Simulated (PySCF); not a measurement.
**Two-component Hartree-Fock for Sn (tin, neutral)**

Start: [Kr] 4d10 5s1 5p2 5d1; 5s1/2 filled at m_j = +1/2; 5p3/2 filled at m_j = +1/2, +3/2; 5d5/2 filled at m_j = +5/2. Calculated with PySCF 2.14 in x2c-TZVPall-2c with one added diffuse shell each of s, p, d, f type (9s10p6d3f, 90 functions): generalised Hartree-Fock with the X2C-1e Hamiltonian and a Gaussian nucleus; one run each with spin-orbit coupling (SO) switched off, then screened by Boettger's factors. This is a chosen level, not necessarily the ground level.

| spinor shell | electrons | ε, spin-free (eV) | ε, screened SO (eV) | weight of nominal j (screened SO) | rms radius, screened SO (bohr) |
| --- | --- | --- | --- | --- | --- |
| 1s1/2 | 2 | -29351.5 | -29348.9 | 1.000 | 0.0333 |
| 2s1/2 | 2 | -4527.7 | -4527.0 | 1.000 | 0.136 |
| 2p1/2 | 2 | -4057.9 | -4218.0 | 1.000 | 0.118 |
| 2p3/2 | 4 | -4057.9 | -3985.1 | 1.000 | 0.123 |
| 3s1/2 | 2 | -917.11 | -916.98 | 1.000 | 0.361 |
| 3p1/2 | 2 | -759.87 | -790.07 | 1.000 | 0.354 |
| 3p3/2 | 4 | -759.87 | -746.12 | 1.000 | 0.366 |
| 3d3/2 | 4 | -518.35 | -523.63 | 1.000 | 0.340 |
| 3d5/2 | 6 | -518.35 | -514.76 | 1.000 | 0.343 |
| 4s1/2 | 2 | -164.33 | -164.36 | 1.000 | 0.875 |
| 4p1/2 | 2 | -114.55 | -120.05 | 1.000 | 0.930 |
| 4p3/2 | 4 | -114.55 | -112.14 | 1.000 | 0.959 |
| 4d3/2 | 4 | -39.974 | -40.723 | 0.975 | 1.17 |
| 4d5/2 | 6 | -39.974 | -39.566 | 0.983 | 1.18 |
| 5s1/2 | 1 | -19.915 | -19.921 | 0.999 | 2.54 |
| 5p3/2 | 2 | -10.850 | -10.795 | 0.796 | 3.17 |
| 5d5/2 | 1 | -1.920 | -1.929 | 1.000 | 6.24 |

```csv
quantity,spin-free,screened SO
E (hartree),-6172.70641,-6174.16262
M_J,5,5
⟨J²⟩,30.016,30.016
⟨L²⟩,12.012,12.084
⟨S²⟩,6.003,5.995
```

Each row is a mean over spinors that exchange with the open shell spreads, by up to 0.676 eV (4d5/2).

Rows whose weight is well below 1 are mixtures of j = l ± 1/2: exchange outweighs spin-orbit coupling there, and the label is only the starting occupation.

Breit and QED terms are absent; they matter most for the inner s and p1/2 levels.

Densities and radii are taken from the X2C orbitals without a picture-change correction, which distorts them close to the nucleus.

Without spin-orbit coupling the j labels of p, d and f shells carry no meaning; the spin-free column gives the mean over the occupied spinors of each nl shell.
